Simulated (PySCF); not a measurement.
Where the electron goes

Species: C2H8FOPSi2.
Cartesian coordinates in Å at the GFN2-xTB level; atoms count from 1:
```xyz
15
C2H8FOPSi2 angstrom
F     -2.2683   -1.2240    1.9208
Si    -1.3195   -0.0249    1.4291
C     -1.6643    0.3996   -0.3868
C     -0.3081    0.5488   -1.0906
Si     0.9175   -0.5968   -0.1718
P      2.8917    0.3815    0.1632
O      0.1749   -0.6456    1.2921
H     -1.3098    0.9905    2.4550
H     -2.2129   -0.4324   -0.8354
H     -2.2751    1.2887   -0.5373
H      0.0359    1.5822   -0.9975
H     -0.3982    0.3459   -2.1568
H      0.8875   -1.9779   -0.6659
H      3.3459    0.1220   -1.1179
H      3.4985   -0.7496    0.6780
```

Theory: TDDFT PBE0/def2-SVPD, vertical, gas phase, core orbitals frozen in the response (PySCF 2.14.0, density-fitted response routines).

Frontier orbitals with the atoms that hold most of them (Löwdin shares over 4%, at most four atoms; ? is withheld):

```csv
orbital,ε (eV),atoms
LUMO+2,0.60,"P6 17%, Si2 16%, O7 11%, Si5 10%"
LUMO+1,0.18,"P6 20%, Si5 18%, H15 9%, C4 9%"
LUMO,0.03,?
HOMO,-7.65,"P6 60%, Si5 16%, H13 6%, H15 6%"
HOMO-1,-8.33,?
HOMO-2,-8.91,"O7 22%, P6 18%, C3 14%, C4 11%"
HOMO-3,-9.16,"O7 23%, P6 15%, C3 12%, Si5 10%"
```

Problem. Give the leading atoms of the LUMO.

Solution. Si5 (bonded to C, O, P and H) 27%; P6 (bonded to Si and 2 H) 26%; H13 (bonded to Si) 9%; C4 (bonded to C, Si and 2 H) 7%.

Problem. Which atoms hold the HOMO-1, and with what shares?

Solution. C4 (bonded to C, Si and 2 H) 25%; C3 (bonded to C, Si and 2 H) 16%; Si5 (bonded to C, O, P and H) 16%; Si2 (bonded to C, F, O and H) 9%. By element: carbon 40%, silicon 25%.

Problem. How does S1 compare with the orbital gap of 7.69 eV?

Solution. S1 is at 6.39 eV (f = 0.030), 1.29 eV below the gap, made of HOMO→LUMO (47%), HOMO→LUMO+1 (43%). Without the coupling terms of the response equations the lowest excitation would equal the gap.

Next come S2 at 6.81 eV (f 0.048), HOMO→LUMO+1 (51%), HOMO→LUMO (34%); S3 at 7.06 eV (f 0.044), HOMO-1→LUMO (55%), HOMO→LUMO+3 (18%), HOMO→LUMO+2 (18%); S4 at 7.20 eV (f 0.156), HOMO-1→LUMO (37%), HOMO→LUMO+3 (28%), HOMO→LUMO+2 (18%); S5 at 7.27 eV (f 0.139), HOMO→LUMO+2 (27%), HOMO→LUMO+5 (22%), HOMO→LUMO+3 (19%).

One conformer stands for the species.
